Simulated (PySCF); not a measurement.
**Polarisability and C₆ of Xe⁺ (xenon, charge +1)**

[Kr] 4d10 5s2 5p4 6s1, high-spin 4P determinant (an excited configuration). Computed with PySCF 2.14 in x2c-QZVPPall with one added diffuse shell each of s, p, d, f type (14s10p8d5f1g, 128 functions), with scalar relativity by spin-free X2C-1e. Coupled (time-dependent) response in atomic units; α is the mean over directions.

```json
{"method": "PBE0", "mean α (bohr³)": "152.6", "α xx, yy, zz": "179.9, 97.93, 179.9", "C₆ (like pair)": "1765", "S(−4)": "19320"}
```

S(−4) is the Cauchy moment in α(ω) = α(0) + S(−4) ω² + …

Spin-orbit coupling is absent.

α(iu) at PBE0:

```json
{"u (hartree)": "0", "α(iu) (bohr³)": "152.6"}
{"u (hartree)": "0.0500", "α(iu) (bohr³)": "116.8"}
{"u (hartree)": "0.100", "α(iu) (bohr³)": "71.85"}
{"u (hartree)": "0.200", "α(iu) (bohr³)": "33.94"}
{"u (hartree)": "0.300", "α(iu) (bohr³)": "21.71"}
{"u (hartree)": "0.500", "α(iu) (bohr³)": "12.69"}
{"u (hartree)": "0.750", "α(iu) (bohr³)": "8.041"}
{"u (hartree)": "1.00", "α(iu) (bohr³)": "5.624"}
{"u (hartree)": "1.50", "α(iu) (bohr³)": "3.277"}
{"u (hartree)": "2.00", "α(iu) (bohr³)": "2.210"}
{"u (hartree)": "3.00", "α(iu) (bohr³)": "1.262"}
{"u (hartree)": "5.00", "α(iu) (bohr³)": "0.6022"}
```

For an ion, C₆ is the dispersion term alone; charge-induced terms of lower order in 1/R come first.

The components differ because the open shell of this determinant is not spherical; for a pure term their mean is the scalar polarisability.

The outer electron is Rydberg-like, and this basis confines it to a smaller radius and binds it less than a complete one would.
